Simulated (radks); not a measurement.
Spherical quantum dot in the effective-mass picture: electrons in a parabolic well V = omega^2 r^2 / 2 with omega = 0.462, all in effective atomic units (hartree* = m*/eps^2 hartree, bohr* = eps/m* bohr), one dielectric constant everywhere. Calculated with a radial shooting solver with Libxc functionals: non-relativistic Kohn-Sham, LDA (Slater exchange, Perdew-Wang correlation), spin-polarised, spherical densities. Levels are named by radial order and angular momentum (1s, 1p, 1d, 2s, ...), and open shells are averaged over m.

N = 42, configuration 1s2 1p6 1d10 2s2 1f14 2p6 1g(up 2, down 0). This is the lowest configuration that the search found. Occupied and some empty levels:

| level | occupation | eigenvalue (hartree*) | <r> (bohr*) |
|---|---|---|---|
| 1s up | 1 | 10.381 | 3.577 |
| 1s down | 1 | 10.385 | 3.545 |
| 1p up | 3 | 10.482 | 4.165 |
| 1p down | 3 | 10.488 | 4.147 |
| 1d up | 5 | 10.614 | 4.570 |
| 1d down | 5 | 10.621 | 4.560 |
| 2s up | 1 | 10.692 | 3.619 |
| 2s down | 1 | 10.696 | 3.634 |
| 1f up | 7 | 10.771 | 4.885 |
| 1f down | 7 | 10.779 | 4.880 |
| 2p up | 3 | 10.879 | 4.076 |
| 2p down | 3 | 10.883 | 4.082 |
| 1g up | 2 | 10.950 | 5.147 |
| 1g down | 0 | 10.959 | 5.146 |
| 2d up | 0 | 11.083 | 4.461 |
| 2d down | 0 | 11.088 | 4.463 |
| 3s up | 0 | 11.135 | 4.023 |
| 3s down | 0 | 11.139 | 4.029 |
| 1h up | 0 | 11.150 | 5.375 |
| 1h down | 0 | 11.158 | 5.376 |

Energy (hartree*): total 276.510, kinetic 14.850, external 97.478, Hartree 176.52, exchange-correlation -12.342.
